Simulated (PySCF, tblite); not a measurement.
Isomers of C4H10OSi. Method: GFN2-xTB as coded in tblite; computed harmonic values from a numerical Hessian at the method's own geometry, unscaled. This tight-binding method is rough: wavenumbers can miss measured ones by several per cent, in bad cases by 10 to 20. Modes of hydrogen on silicon can be 10 to 20 % off. One conformer each.

Electronic energies: PBE0-D3(BJ)/def2-SVP at its own geometries (PySCF, gas phase).

```csv
SMILES,"electronic energy, lowest = 0 (kcal/mol)"
CO[C@H]1CC[SiH2]1,25.0
C=CC[SiH2]OC,0.0
C=CCCO[SiH3],6.2
```

**Question.** How do GFN2-xTB zero-point energies change the relative energies?

**Answer.** 
| SMILES | ZPE (kcal/mol) | of it from modes above 1550 cm⁻¹ | electronic (kcal/mol) | with ZPE, lowest = 0 (kcal/mol) | lowest mode (cm⁻¹) | rings |
| --- | --- | --- | --- | --- | --- | --- |
| C=CC[SiH2]OC | 79.5 | 43.3 | 0.0 | 0.0 | 38 | 0 |
| C=CCCO[SiH3] | 78.6 | 42.2 | 6.2 | 5.3 | 26 | 0 |
| CO[C@H]1CC[SiH2]1 | 80.6 | 40.3 | 25.0 | 26.2 | 74 | 1 |

The zero-point energies span 2.0 kcal/mol, from `C=CCCO[SiH3]` to `CO[C@H]1CC[SiH2]1`. The order is unchanged.

**Question.** And how do the electronic energies of GFN2-xTB itself compare?

**Answer.** `C=CC[SiH2]OC` 7.8; `C=CCCO[SiH3]` 0.0; `CO[C@H]1CC[SiH2]1` 36.8 kcal/mol, lowest = 0. Against the energies above, taken from the same isomer `C=CC[SiH2]OC`, the largest difference is 14.0 kcal/mol. The two levels were optimised apart and needn't hold the same conformer.

**Question.** What do entropy and thermal enthalpy add at 298.15 K and 1 bar (rigid rotor, harmonic oscillator, one conformer each)?

**Answer.** 
| SMILES | point group | symmetry number | S (cal/(mol K)) | H − H(0) (kcal/mol) | ZPE + H − H(0) − TS (kcal/mol) |
| --- | --- | --- | --- | --- | --- |
| C=CC[SiH2]OC | C1 | 1 | 94.7 | 6.34 | 57.6 |
| C=CCCO[SiH3] | C1 | 1 | 93.4 | 6.09 | 56.8 |
| CO[C@H]1CC[SiH2]1 | C1 | 1 | 85.5 | 5.47 | 60.6 |
